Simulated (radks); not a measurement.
Q: These are the eigenvalues of the occupied orbitals of an atom or ion with whole-number occupations (eV). Method: Dirac Kohn-Sham, PBE, spin-unpolarised, spherical densities, finite nucleus; Fermi nuclear charge, rms radius of each element as measured or else 0.836 A^(1/3) + 0.57 fm; computed with a radial shooting solver on a logarithmic mesh with Libxc functionals.

orbital  eigenvalue
1s1/2     -79329.99
2s1/2     -16532.35
2p1/2     -16002.47
2p3/2     -14358.58
3s1/2     -6065.431
3p1/2     -5842.709
3p3/2     -5447.660
3d3/2     -5100.559
3d5/2     -5011.942

Which element is it, and in what charge state? The configuration may be excited. Open shells, if any, fill j = l - 1/2 first.

A: Z = 77, iridium, charge +53: Ir53+ in [Ne] 3s2 3p5 3d7. The list shows which subshells hold electrons but not how many an open one holds; the 1s level, -2915.3 hartree, gives Z - s = 76.4 by -(Z - s)^2/2, which with screening and relativity narrows Z to a few neighbours, and the depths of the outer levels then fix element, charge and occupations together.
